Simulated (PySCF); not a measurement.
Compound: CH8OSeSi2.
Atom-mapped SMILES: `[OH:1][SiH2:2][CH2:3][Se:4][SiH3:5]` (hydrogens: H6 on O1; H7, H8 on Si2; H9, H10 on C3; H11, H12, H13 on Si5)

A GFN2-xTB structure was refined with PBE0-D3(BJ)/def2-SVP geometry optimisation, gas phase (PySCF 2.14.0). Its GFN2-xTB values:

| coordinate | GFN2-xTB |
| --- | --- |
| O1–Si2 | 1.659 Å |
| O1–H6 | 0.932 Å |
| Si2–C3 | 1.907 Å |
| Si2–H7 | 1.455 Å |
| C3–Se4 | 1.930 Å |
| C3–H9 | 1.073 Å |
| Se4–Si5 | 2.293 Å |
| Si5–H11 | 1.454 Å |
| Si5–H12 | 1.444 Å |
| O1–Si2–C3 | 102.3° |
| Si2–C3–Se4 | 113.0° |
| C3–Se4–Si5 | 99.8° |
| O1–Si2–C3–Se4 | -179° |
| Si2–C3–Se4–Si5 | -77° |

Task: How do these coordinates change at the PBE0-D3(BJ)/def2-SVP level?

Result: 
| coordinate | PBE0-D3(BJ)/def2-SVP (Å or °) | change |
| --- | --- | --- |
| Si5–H12 | 1.492 | +0.048 |
| C3–Se4 | 1.972 | +0.042 |
| Si2–H7 | 1.497 | +0.042 |
| Si5–H11 | 1.495 | +0.041 |
| Si2–C3 | 1.871 | -0.036 |
| O1–H6 | 0.961 | +0.029 |
| C3–H9 | 1.100 | +0.027 |
| O1–Si2 | 1.669 | +0.010 |
| Se4–Si5 | 2.285 | -0.008 |
| O1–Si2–C3 | 107.0 | +4.7 |
| Si2–C3–Se4 | 109.9 | -3.1 |
| C3–Se4–Si5 | 99.0 | -0.8 |
| Si2–C3–Se4–Si5 | -76 | +1 |
| O1–Si2–C3–Se4 | -178 | +1 |

The energy falls by 0.161 eV over 6 energy and gradient evaluations, the largest force component goes from 0.0280 to 3.6e-04 Eh/bohr, and the atoms move by 0.101 Å rms after alignment. The bond that changes most is Si5–H12 (SiH3 silicon to Si–H hydrogen), which lengthens by 0.048 Å. Bonds longer at the end by more than 0.005 Å: 10 of 12; shorter: 2. Rotational constants go from 3386, 943.7, 798.9 to 3365, 955.9, 803.6 MHz.

The run used 136 basis functions and 38 SCF cycles in all. The run took 43 s wall on Arm Neoverse V2, one thread, shared host, and the process peaked at 0.55 GiB of memory.

PBE0-D3(BJ)/def2-SVP frequencies: not computed here. The numbers are those of one conformer.

Conformer computed: `[OH:1][SiH2:2][CH2:3][Se:4][SiH3:5]`: O1–Si2–C3–Se4 -178°, Si2–C3–Se4–Si5 -76°, H–O1–Si2–C3 180°.
